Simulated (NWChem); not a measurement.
Species: C3H7NSi; SMILES C([SiH3])#CCN

```xyz
12

N      0.6293     2.8582     0.0000
C     -0.5810     2.0586     0.0001
C     -0.3866     0.6042    -0.0001
C     -0.1749    -0.5979    -0.0002
Si     0.1283    -2.4004     0.0001
H      1.1966     2.6273    -0.8136
H      1.1973     2.6264     0.8129
H     -1.1925     2.3327     0.8770
H     -1.1927     2.3328    -0.8766
H     -0.4219    -3.0126     1.2458
H     -0.5296    -3.0310    -1.1826
H      1.5965    -2.6669    -0.0630
```
Atoms are numbered in this order, from 1.

Results from NWChem. Geometry: optimised at PBE0/def2-SVP. No frequency run checked for a minimum. Total energies compare along this basis series because the functional is fixed.

```tsv
level	basis functions	energy (Ha)	highest occupied level (eV)	orbital gap (eV)	dipole (D)	relative time
PBE/def2-SVP	109	-462.1043	-5.60	4.78	0.51	1
PBE/def2-SVPD	160	-462.1210	-5.96	4.92	0.33	3
PBE/def2-TZVP	203	-462.4017	-5.92	4.90	0.44	3
PBE/def2-TZVPP	264	-462.4047	-5.93	4.90	0.45	7
```

Relative times are rough (shared machine, one core).
